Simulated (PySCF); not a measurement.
Run record: geometry optimisation, `C1=CC=CB(N1SC)[N+]#[C-]`.

Method: PBE0-D3(BJ)/def2-SVP geometry optimisation, gas phase (PySCF 2.14.0). Start geometry: GFN2-xTB. A driver script takes a list of jobs; this job's settings line and coordinates (Å) are shown.

Input:
```
{"job": {"xc": "PBE0", "basis": "def2-SVP", "d3": "d3bj", "grid": 2, "kind": "geom"}, "charge": 0, "multiplicity": 1}
C      0.867717     3.193627    -0.496311
N      0.287738     2.197032    -0.294630
B     -0.434678     0.990901    -0.080687
C     -1.838288     0.734575    -0.586833
C     -2.419339    -0.469112    -0.322384
C     -1.725463    -1.462119     0.404434
C     -0.463021    -1.243425     0.856128
N      0.189200    -0.074446     0.638277
S      1.786738     0.044275     1.313790
C      2.770712    -0.055452    -0.207722
H     -2.401811     1.472156    -1.141825
H     -3.422433    -0.695052    -0.660046
H     -2.198468    -2.409998     0.605811
H      0.079762    -1.991901     1.416646
H      3.809156    -0.041129     0.106678
H      2.558076     0.805278    -0.834031
H      2.547404    -0.983180    -0.727205
```

Output:
```
step   0  E = -764.45969257  max force = 0.015647
step   1  E = -764.46207758  max force = 0.001869
step   2  E = -764.46212986  max force = 0.000961
step   3  E = -764.46213842  max force = 0.000664
step   4  E = -764.46214444  max force = 0.000379
optimisation converged
```

Energies in Eh; «max force» is the largest Cartesian gradient component in Eh/bohr.

Give the first gradient maximum in eV/Å.

With 1 Eh/bohr = 51.422 eV/Å, 0.805 eV/Å.

How much energy does the optimisation release, in eV?

E(step 0) − E(last step) = 0.002452 Eh, which is 0.067 eV.

Main results: final energy -764.46214 Eh after 4 steps; dipole 4.45 D.

Where do the atoms end?

0.059 Å rms from the input after alignment:
```
atom  x, y, z in Å
C1     1.4162    3.4728   -0.5231
N2     0.8234    2.4782   -0.3122
B3     0.0761    1.2544   -0.0902
C4    -1.3315    1.0084   -0.5751
C5    -1.9061   -0.2114   -0.3142
C6    -1.2048   -1.2278    0.3885
C7     0.0714   -1.0146    0.8295
N8     0.7185    0.1719    0.6194
S9     2.3104    0.3324    1.2931
C10    3.3065    0.1143   -0.1896
H11   -1.9045    1.7638   -1.1189
H12   -2.9268   -0.4301   -0.6460
H13   -1.6729   -2.1926    0.5876
H14    0.6373   -1.7729    1.3752
H15    4.3514    0.1444    0.1537
H16    3.1420    0.9353   -0.9011
H17    3.1120   -0.8597   -0.6603
```

The run took 68 s of wall time on one thread, Arm Neoverse V2 (aarch64), shared host with 96 logical CPUs at a one-minute load of 14, and the process peaked at 0.83 GiB of memory.
Labels such as C1 count atoms from 1, the log's own numbers from 0.
